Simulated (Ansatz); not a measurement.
`C[SiH](F)[GeH3]` + H₂Te → `[GeH3][TeH]` + `C[SiH2]F` at 500 K and 1 bar (cleavage of the Ge–Si bond).

Isolated molecules relaxed with PBE0-D4/def2-TZVP in Ansatz; ΔE leaves out vibrations. CCSD(T)/CBS is the MP2 limit (def2-TZVPP, def2-QZVPP) plus CCSD(T) − MP2 in def2-TZVPP, frozen cores. def2 core potentials past Kr. For Ge, Te outer-core shells are correlated without core-valence functions, which leaves a few kJ/mol of doubt a bond. Scalar relativity is left out up to krypton.

| species | CCSD(T)/CBS energy (Eh) | H − E (kJ/mol) | S (J/(mol·K)) |
| --- | --- | --- | --- |
| `C[SiH](F)[GeH3]` | -2507.31933 | 238.5 | 432.9 |
| H₂Te | -268.91024 | 48.9 | 247.6 |
| `[GeH3][TeH]` | -2346.24724 | 110.0 | 352.4 |
| `C[SiH2]F` | -430.00374 | 180.6 | 331.4 |

H − E and S are ideal-gas, rigid-rotor, harmonic terms from PBE0-D4/def2-TZVP, for one conformer and one mirror image of each species. 1 Eh = 2625.50 kJ/mol, R = 8.31446 J/(mol·K).

**Question.** By hand: ΔE, ΔH, ΔS and ΔG.

**Answer.** ΔE = (-2346.24724) + (-430.00374) − (-2507.31933) − (-268.91024) = -0.02141 Eh = -56.2 kJ/mol. Δ(H − E) = 110.0 + 180.6 − 238.5 − 48.9 = 3.2, so ΔH = -53.0 kJ/mol. ΔS = 352.4 + 331.4 − 432.9 − 247.6 = 3.3 J/(mol·K). ΔG = -53.0 − 500 × (3.3)/1000 = -54.6 kJ/mol.

**Question.** By hand: the equilibrium constant, and the temperature at which ΔG would vanish if ΔH and ΔS stayed fixed.

**Answer.** log₁₀ K = −ΔG/(RT ln 10) = 5.7. ΔH and −TΔS have one sign here, so there is no such temperature. One of them is within its doubt of zero, so this could turn.

The number of gas molecules stays the same, so ΔS is small and ΔH decides. A doubt of 5 kJ/mol in ΔE shifts log₁₀ K by 0.5 here. Other conformers and mirror images would add mixing entropy, several J/(mol·K) or more a flexible species. These are equilibria of isolated gas molecules and say nothing of rates. Largest T1 diagnostic: 0.012 (customary marks: 0.02 for closed shells, 0.045 for open ones).
